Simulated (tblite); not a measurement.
Record of a relaxation.

Compound: C7H4FNO.
Atom-mapped SMILES: `[N:1]#[C:2][C:3]1=[CH:4][C@@H:5]2[CH:6]=[C:7]([F:8])[C@H:9]1[O:10]2` (hydrogens: H11 on C4; H12 on C5; H13 on C6; H14 on C9)

Computed with GFN2-xTB (tblite), gas phase: L-BFGS steps from a force-field or distance-geometry start until the largest atomic force falls under 0.01 eV/Å. 5 of its 37 geometries are shown.

Step 0: E = -778.8123 eV, largest atomic force 3.085 eV/Å
```
atom  x, y, z in Å  |  force x, y, z in eV/Å
N1      3.563    0.335   -0.632   -2.959  -0.625   0.608
C2      2.441    0.104   -0.381    2.281   0.743  -0.106
C3      1.095   -0.173   -0.044    1.508  -0.978  -2.190
C4      0.321   -1.043   -0.728    1.457  -0.010  -0.351
C5     -0.992   -0.985   -0.023   -0.414  -0.116  -0.252
C6     -1.561    0.353   -0.366   -0.390   2.439   0.025
C7     -0.806    1.234    0.338   -2.083   0.213  -1.734
F8     -0.984    2.577    0.393    0.548  -1.090   0.083
C9      0.215    0.378    1.010    0.337   1.036   1.605
O10    -0.578   -0.739    1.303   -0.076  -0.868   1.112
H11     0.618   -1.659   -1.567   -0.286   0.197   0.254
H12    -1.649   -1.817   -0.163   -0.320  -0.500   0.251
H13    -2.394    0.600   -1.016    0.336  -0.317   0.261
H14     0.711    0.835    1.855    0.060  -0.125   0.433
```

Step 9: E = -779.1620 eV, largest atomic force 0.205 eV/Å
```
atom  x, y, z in Å  |  force x, y, z in eV/Å
N1      3.560    0.349   -0.617   -0.069   0.065   0.119
C2      2.464    0.141   -0.350   -0.038  -0.013  -0.074
C3      1.124   -0.173   -0.096    0.093  -0.017  -0.044
C4      0.348   -1.044   -0.747   -0.041   0.018  -0.062
C5     -1.000   -0.974   -0.030   -0.042  -0.031   0.020
C6     -1.603    0.393   -0.384    0.016   0.022  -0.005
C7     -0.840    1.235    0.299    0.026   0.081  -0.021
F8     -0.895    2.557    0.403    0.074  -0.034  -0.070
C9      0.217    0.394    1.024    0.000  -0.008   0.049
O10    -0.562   -0.753    1.308   -0.057  -0.057   0.049
H11     0.577   -1.673   -1.586   -0.047   0.081   0.042
H12    -1.657   -1.833   -0.109    0.024  -0.005   0.006
H13    -2.433    0.567   -1.043    0.141  -0.064   0.135
H14     0.700    0.815    1.905   -0.081  -0.038  -0.144
```

Step 18: E = -779.1820 eV, largest atomic force 0.139 eV/Å
```
atom  x, y, z in Å  |  force x, y, z in eV/Å
N1      3.547    0.424   -0.536    0.007   0.042  -0.006
C2      2.446    0.156   -0.354   -0.023  -0.004   0.062
C3      1.115   -0.190   -0.114    0.090  -0.022  -0.018
C4      0.323   -1.048   -0.760    0.043   0.017  -0.005
C5     -1.009   -0.984   -0.015   -0.049   0.015   0.002
C6     -1.600    0.387   -0.367   -0.066   0.002  -0.070
C7     -0.816    1.229    0.289   -0.011   0.066  -0.014
F8     -0.802    2.555    0.342   -0.034  -0.075  -0.031
C9      0.225    0.377    1.021   -0.014   0.008   0.043
O10    -0.558   -0.762    1.316   -0.021  -0.054   0.018
H11     0.525   -1.651   -1.623   -0.020   0.007   0.024
H12    -1.665   -1.845   -0.095    0.001   0.031   0.041
H13    -2.432    0.543   -1.024    0.071   0.035   0.074
H14     0.701    0.809    1.898    0.027  -0.066  -0.119
```

Step 27: E = -779.1863 eV, largest atomic force 0.031 eV/Å
```
atom  x, y, z in Å  |  force x, y, z in eV/Å
N1      3.540    0.464   -0.511   -0.023   0.007   0.013
C2      2.447    0.161   -0.340   -0.002   0.001  -0.016
C3      1.118   -0.204   -0.116    0.014  -0.003  -0.018
C4      0.318   -1.054   -0.763    0.014  -0.020   0.002
C5     -1.015   -0.986   -0.014   -0.016   0.020   0.013
C6     -1.600    0.386   -0.368   -0.016   0.004  -0.018
C7     -0.808    1.225    0.283    0.001   0.023  -0.003
F8     -0.794    2.551    0.319    0.003  -0.020   0.013
C9      0.229    0.368    1.016   -0.016   0.011   0.017
O10    -0.560   -0.765    1.316    0.013  -0.020   0.010
H11     0.509   -1.653   -1.630    0.003  -0.022   0.001
H12    -1.674   -1.845   -0.083    0.013   0.025  -0.008
H13    -2.434    0.557   -1.014    0.026  -0.002   0.017
H14     0.723    0.794    1.883   -0.012  -0.007  -0.022
```

Step 36: E = -779.1870 eV, largest atomic force 0.009 eV/Å
```
atom  x, y, z in Å  |  force x, y, z in eV/Å
N1      3.535    0.483   -0.501   -0.005   0.002  -0.003
C2      2.444    0.165   -0.342    0.003   0.001  -0.004
C3      1.117   -0.208   -0.122    0.003  -0.003   0.004
C4      0.317   -1.062   -0.764   -0.001   0.002   0.000
C5     -1.016   -0.985   -0.015   -0.007   0.005   0.004
C6     -1.598    0.388   -0.369   -0.004   0.000  -0.001
C7     -0.805    1.226    0.283    0.003   0.001  -0.005
F8     -0.791    2.551    0.326    0.003  -0.006   0.002
C9      0.231    0.366    1.012   -0.005   0.003   0.005
O10    -0.559   -0.766    1.314   -0.002   0.000   0.003
H11     0.507   -1.672   -1.624    0.003   0.000   0.001
H12    -1.680   -1.839   -0.084    0.003  -0.001  -0.003
H13    -2.432    0.562   -1.014    0.005  -0.002   0.000
H14     0.728    0.791    1.877    0.002  -0.003   0.000
```

Problem. Summarise the path.

Solution. The energy falls by 8.64 kcal/mol from step 0 to step 36; nine tenths of that is first reached at step 7. It falls at every step. The largest force goes from 3.085 to 0.009 eV/Å. Among the bonds C3–C9 changes most, from 1.479 to 1.550 Å; the atoms move by 0.098 Å rms after alignment.

Problem. Follow the three bonds and two angles with the largest change from start to end.

Solution. 
```tsv
step	E above end (kcal/mol)	largest force (eV/Å)	C3–C9 (Å)	C4–C5 (Å)	C5–C6 (Å)	C2–C3–C4 (°)	C2–C3–C9 (°)
0	8.64	3.085	1.479	1.491	1.494	123.4	131.5
2	4.52	4.263	1.574	1.530	1.542	127.5	128.0
3	1.94	1.199	1.539	1.517	1.522	126.2	129.3
5	1.26	0.336	1.549	1.524	1.528	126.7	128.6
6	0.99	0.248	1.553	1.527	1.532	127.1	128.2
8	0.69	0.201	1.551	1.530	1.535	127.6	127.7
9	0.58	0.205	1.549	1.528	1.535	127.9	127.6
11	0.45	0.113	1.548	1.527	1.534	128.2	127.7
13	0.36	0.155	1.552	1.528	1.533	128.5	127.5
14	0.29	0.176	1.554	1.530	1.533	128.8	127.2
16	0.19	0.108	1.553	1.530	1.534	129.4	126.3
17	0.15	0.140	1.551	1.529	1.534	129.7	126.0
19	0.08	0.095	1.548	1.528	1.534	130.2	125.4
20	0.06	0.066	1.548	1.529	1.533	130.4	125.2
22	0.04	0.050	1.550	1.531	1.532	130.8	124.9
23	0.03	0.038	1.550	1.532	1.532	131.0	124.8
25	0.02	0.033	1.549	1.531	1.533	131.1	124.7
27	0.02	0.031	1.548	1.531	1.533	131.2	124.5
28	0.01	0.033	1.549	1.531	1.533	131.3	124.4
30	0.01	0.020	1.550	1.532	1.533	131.4	124.3
31	0.01	0.021	1.550	1.532	1.533	131.5	124.3
33	0.00	0.022	1.550	1.532	1.533	131.5	124.2
34	0.00	0.017	1.550	1.531	1.533	131.6	124.1
36	0.00	0.009	1.550	1.531	1.533	131.6	124.0
```

What follows is the cost of the whole relaxation. The run took 0.22 s of wall time on one thread of an Arm Neoverse V1 (shared host).
